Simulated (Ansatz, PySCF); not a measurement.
Gas-phase reaction 4 R1 + R2 → 4 P1 + P2, each structure at its B3LYP-D3(BJ)/def2-SVP stationary point, reached from a drawn start (curvature not checked).
P1, H2 (SMILES [H][H]) (charge 0, multiplicity 1):
```csv
atom,x (Å),y (Å),z (Å)
H,0.0000,0.0000,0.3804
H,0.0000,0.0000,-0.3804
```
R1, H2O (SMILES O) (charge 0, multiplicity 1):
```xyz
3

O      0.00000     0.00000     0.40073
H      0.00000     0.75701    -0.20042
H      0.00000    -0.75701    -0.20042
```
R2: SiH4 (SMILES [SiH4]), charge 0, multiplicity 1.
P2: H4O4Si (SMILES O[Si](O)(O)O), charge 0, multiplicity 1.

P less R. No zero-point or thermal terms. One arrangement of each flexible species, with no search for the lowest.

The values were computed with Ansatz (a first-principles code); PySCF for the D3/D4 terms. No computed number here is a measurement.

Task: One of these levels gives -2.856 eV for the reaction energy. Which one is it?
A. HF/cc-pV(D+d)Z
B. B3LYP/def2-TZVPP
C. r2SCAN-D4/def2-TZVPP

Result: A, HF/cc-pV(D+d)Z. The others give -3.888 (r2SCAN-D4/def2-TZVPP), -3.500 (B3LYP/def2-TZVPP)
